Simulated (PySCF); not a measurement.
## Which determinant of TeI lies lowest?

Unrestricted PBE0; Te x2c-TZVPPall, I x2c-TZVPPall; spin-free X2C with a Gaussian nucleus (PySCF 2.14). Outer shells of the fragments: Te 4d10 5s2 5p4; I 4d10 5s2 5p5.

Followed along the bond (rough minima from three points):

| 2Ms+1 | unpaired | ⟨S²⟩ at the start | R at minimum (Å) | Te (eV) |
| --- | --- | --- | --- | --- |
| 2 | π ↑ | 0.75 | 2.66 | 0.00 |
| 4 | σ ↑, π ↑↑ | 3.76 | none in the scan | ≤ 1.18 |

Solutions found at the starting distance of 2.630 Å, counted from the lowest of them; the search is not exhaustive and high or unbound solutions are not listed, so other states can lie among these:

```json
{"2Ms+1": "2", "unpaired": "π ↑", "term": "²Π", "E (eV)": "0.00", "⟨S²⟩": "0.75", "⟨Lz²⟩": "1.01", "μ (D)": "-0.36"}
{"2Ms+1": "4", "unpaired": "σ ↑, π ↑↑", "term": "⁴Σ⁻", "E (eV)": "1.62", "⟨S²⟩": "3.76", "⟨Lz²⟩": "0.00", "μ (D)": "-1.18"}
{"2Ms+1": "2", "unpaired": "σ ↓, π ↑↑", "term": "mixed", "E (eV)": "2.05", "⟨S²⟩": "1.76", "⟨Lz²⟩": "0.00", "μ (D)": "-1.02"}
{"2Ms+1": "2", "unpaired": "σ ↑, π ↑↓", "term": "mixed", "E (eV)": "2.08", "⟨S²⟩": "1.76", "⟨Lz²⟩": "2.02", "μ (D)": "-0.91"}
{"2Ms+1": "2", "unpaired": "σ ↑", "term": "mixed", "E (eV)": "2.83", "⟨S²⟩": "0.77", "⟨Lz²⟩": "2.01", "μ (D)": "-0.42"}
{"2Ms+1": "4", "unpaired": "σ ↑, π ↑↑", "term": "mixed", "E (eV)": "3.97", "⟨S²⟩": "3.76", "⟨Lz²⟩": "2.02", "μ (D)": "2.42"}
```

A term symbol is given only where ⟨S²⟩ and ⟨Lz²⟩ are close to those of a pure state; real π, δ and φ orbitals otherwise mix terms. A positive dipole means Te(−)I(+).

Spin–orbit coupling is left out. Counting both spins, an empty level lies below a filled one in some of these solutions, because spin and occupation are held.
